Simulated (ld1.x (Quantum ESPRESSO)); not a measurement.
ruthenium (Ru), TM: configuration errors across variants

| Quantity | Value |
| --- | --- |
| Element | ruthenium (Ru) |
| Generator | ld1.x (Quantum ESPRESSO) 7.5 |
| Type | norm-conserving Troullier–Martins (Kleinman–Bylander form) |
| Functional | LDA (PZ) |
| Relativity | scalar-relativistic |
| Frozen core | [Ar] 3d10 4s2 |
| Valence charge | 14 |
| Reference configuration | 4p6 4d7 5s1 5p0 |
| Partial waves | 5s (bound): rc 2.60 bohr; 4p (bound): rc 1.75 bohr; 4d (bound): rc 1.60 bohr |
| Local potential | all-electron potential smoothed inside 2.25 bohr (lloc = -1) |
| Core correction | a·sin(br)/r model core, default radius (core density twice the valence density) |

All-electron excitation energies from the reference (eV): (1) 4p6 4d7 5s0 5p0 7.613; (2) 4p6 4d6 5s0 5p0 26.051; (3) 4p6 4d5 5s0 5p0 56.899; (4) 4p6 4d8 5s0 5p0 -0.267; (5) 4p6 4d4 5s0 5p0 101.612; (6) 4p6 4d7 5s0.5 5p0 3.016; (7) 4p6 4d7 5s1 5p0 spin -1.649; (8) 4p6 4d7 5s0 5p0 spin 6.365.

Spin tests fill each open shell by Hund’s rule, majority spin first.

A true bound ghost makes a file unfit for plane-wave use even where its test errors are small: the radial tests pick states by their node count and pass the ghost by.

Errors AE − PS in meV (a dash: test not solved or not reliable):

| change | (1) | (2) | (3) | (4) | (5) | (6) | (7) | (8) | bound ghosts |
| --- | --- | --- | --- | --- | --- | --- | --- | --- | --- |
| base | -11 | -4.1 | -33 | -26 | -118 | -1.0 | +45 | +22 | none |
| local potential all-electron potential smoothed inside 0.98 bohr (lloc = -1) | -11 | +6.7 | +26 | -19 | +38 | -4.0 | +46 | +24 | s |
| local potential all-electron potential smoothed inside 1.20 bohr (lloc = -1) | -11 | +6.6 | +24 | -19 | +32 | -2.4 | +46 | +23 | s |
| local potential all-electron potential smoothed inside 1.52 bohr (lloc = -1) | -11 | +5.8 | +19 | -20 | +13 | -2.5 | +46 | +23 | s |
| local potential all-electron potential smoothed inside 1.66 bohr (lloc = -1) | -11 | +5.8 | +27 | -19 | +58 | -2.4 | +47 | +24 | s |
| local potential all-electron potential smoothed inside 1.92 bohr (lloc = -1) | -11 | +3.0 | +4.4 | -22 | -22 | -2.6 | +46 | +22 | s |
| local potential all-electron potential smoothed inside 2.18 bohr (lloc = -1) | -11 | -2.6 | -26 | -25 | -100 | -3.3 | +45 | +22 | s |
| local potential all-electron potential smoothed inside 2.32 bohr (lloc = -1) | -11 | -5.7 | -41 | -27 | -138 | -2.2 | +45 | +22 | none |
| local potential all-electron potential smoothed inside 2.58 bohr (lloc = -1) | -11 | -14 | -81 | -31 | -233 | -2.5 | +45 | +22 | none |
| local potential all-electron potential smoothed inside 3.02 bohr (lloc = -1) | -12 | -40 | -187 | -43 | -466 | -2.7 | +45 | +21 | none |

(1) Give the same row for: local potential all-electron potential smoothed inside 2.76 bohr (lloc = -1).

Results:

(1) -12, -24, -121, -36, -323, -2.6, +45, +21; bound ghosts: none.
